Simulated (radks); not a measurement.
Task: These are the eigenvalues of the occupied orbitals of an atom or ion with whole-number occupations (eV). Method: Dirac Kohn-Sham, OLYP, spin-unpolarised, spherical densities, point nucleus; computed with a radial shooting solver on a logarithmic mesh with Libxc functionals.

orbital  eigenvalue
1s1/2     -6544.322
2s1/2     -861.3432
2p1/2     -754.8502
2p3/2     -744.3957
3s1/2     -190.5919
3p1/2     -158.9848
3p3/2     -157.4827
3d3/2     -106.9679

Which element is it, and in what charge state? The configuration may be excited. Open shells, if any, fill j = l - 1/2 first.

Result: Z = 25, manganese, charge +6: Mn6+ in [Ne] 3s2 3p5 3d2. The list shows which subshells hold electrons but not how many an open one holds; the 1s level, -240.5 hartree, gives Z - s = 21.9 by -(Z - s)^2/2, which with screening and relativity narrows Z to a few neighbours, and the depths of the outer levels then fix element, charge and occupations together.
